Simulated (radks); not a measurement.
Results of a calculation; reference values are marked as such.
The table gives one normalised radial function P(r) = r R(r) of Mo3+ in [Kr] 5p3 (r in bohr). Level of theory: scalar-relativistic Kohn-Sham, LDA (Slater exchange, Perdew-Wang correlation), spin-polarised, spherical densities, finite nucleus; open shells are filled with parallel spins first (spin-orbit coupling, left out, can overturn this in heavy ions); Fermi nuclear charge, rms radius 4.4091 fm (a radial shooting solver on a logarithmic mesh with Libxc functionals).

| r | P |
|---|---|
| 0.001192 | 0.0000 |
| 0.001377 | 0.0000 |
| 0.001577 | 0.0000 |
| 0.001821 | 0.0000 |
| 0.002104 | 0.0000 |
| 0.00241 | 0.0000 |
| 0.002783 | 0.0000 |
| 0.003214 | 0.0001 |
| 0.003712 | 0.0001 |
| 0.004253 | 0.0001 |
| 0.004912 | 0.0002 |
| 0.005672 | 0.0003 |
| 0.006499 | 0.0005 |
| 0.007505 | 0.0007 |
| 0.008668 | 0.0011 |
| 0.00993 | 0.0016 |
| 0.01147 | 0.0024 |
| 0.01324 | 0.0035 |
| 0.0153 | 0.0052 |
| 0.01752 | 0.0076 |
| 0.02024 | 0.0112 |
| 0.02337 | 0.0164 |
| 0.02678 | 0.0235 |
| 0.03093 | 0.0341 |
| 0.03572 | 0.0490 |
| 0.04092 | 0.0687 |
| 0.04726 | 0.0972 |
| 0.05458 | 0.1359 |
| 0.06303 | 0.1878 |
| 0.07221 | 0.2515 |
| 0.0834 | 0.3373 |
| 0.09631 | 0.4444 |
| 0.1103 | 0.5660 |
| 0.1274 | 0.7154 |
| 0.1472 | 0.8820 |
| 0.1686 | 1.0479 |
| 0.1947 | 1.2210 |
| 0.2249 | 1.3759 |
| 0.2597 | 1.4944 |
| 0.2976 | 1.5574 |
| 0.3436 | 1.5599 |
| 0.3969 | 1.4909 |
| 0.4547 | 1.3638 |
| 0.5251 | 1.1763 |
| 0.6064 | 0.9550 |
| 0.6948 | 0.7376 |
| 0.8024 | 0.5221 |
| 0.9267 | 0.3401 |
| 1.07 | 0.2017 |
| 1.226 | 0.1117 |
| 1.416 | 0.0531 |
| 1.635 | 0.0220 |
| 1.874 | 0.0083 |
| 2.164 | 0.0025 |
| 2.499 | 0.0006 |
| 2.863 | 0.0001 |
| 3.306 | 0.0000 |
| 3.818 | 0.0000 |
| 4.41 | 0.0000 |
| 5.052 | 0.0000 |
| 5.835 | 0.0000 |
| 6.739 | 0.0000 |
| 7.72 | 0.0000 |
| 8.916 | 0.0000 |

Which n and l does it have? It may be an empty orbital.

Answer. n = 3, l = 2: the number of nodes gives n - l - 1 = 0, the rise at small r (about r^(l+1), flatter next to the nucleus through relativity) gives l, and the extent must fit the shell. The curve is that of 3d down; the table hardly tells the two spins apart. 3d down: eigenvalue -273.49 eV, 0 radial nodes, <r> = 0.415 bohr, 90 % of the charge inside 0.663 bohr.
